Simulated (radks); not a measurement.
Numerical settings for the holmium ion Ho3+, [Xe] 4f10. Calculated with a radial shooting solver on a logarithmic mesh with Libxc functionals: scalar-relativistic Kohn-Sham, PBE, spin-polarised, spherical densities, finite nucleus; open shells are filled with parallel spins first (spin-orbit coupling, left out, can overturn this in heavy ions); Fermi nuclear charge, rms radius 5.2022 fm. The defaults (mesh step 0.008 in ln r, mesh end at 40 bohr or more with all orbitals vanishing there, Anderson mixing 0.5 over 9 steps, residual threshold near 1e-9 with the energy settled to 1e-9 hartree or 1e-11 of itself, here a cap of 79 iterations) give E = -12613.6591 hartree and 4f at -33.268 eV in 16 iterations. Run on one thread of a shared host, so times are rough (Intel(R) Xeon(R) Platinum 8559C): 0.25 s of CPU time, 0.25 s wall, 16 iterations on 2213 mesh points. Changes against that run (0 stands for a change within the tolerance of the run):

setting	iterations	converged	E (mhartree)	e(4f) (meV)	CPU (s)
mesh step in ln r 0.2	4	no	diverged	-	0.02
mesh step in ln r 0.08	3	no	diverged	-	0.02
mesh step in ln r 0.005	16	yes	0	0	0.41
mesh end (bohr) 2	15	yes	+6.02e+03	+3.04e+04	0.21
mesh end (bohr) 3	16	yes	+306	+3.76e+03	0.23
residual threshold 1e-05	11	yes	0	-0.338	0.2
residual threshold 1e-13	78	yes	0	0	0.56
mixing 0.2	20	yes	0	0	0.34
linear mixing, mixing 1	69	no	diverged	-	2.4
linear mixing, mixing 0.05	79	no	-2.84	-325	1.2
mixing history 3	18	yes	0	0	0.26
iteration cap 8	8	no	+0.0103	+46.5	0.15

Settings that end as converged yet miss the energy by more than 1 mhartree: mesh end (bohr) 2 (+6.02 hartree); mesh end (bohr) 3 (+0.306 hartree). A mesh that ends early acts as a hard wall.
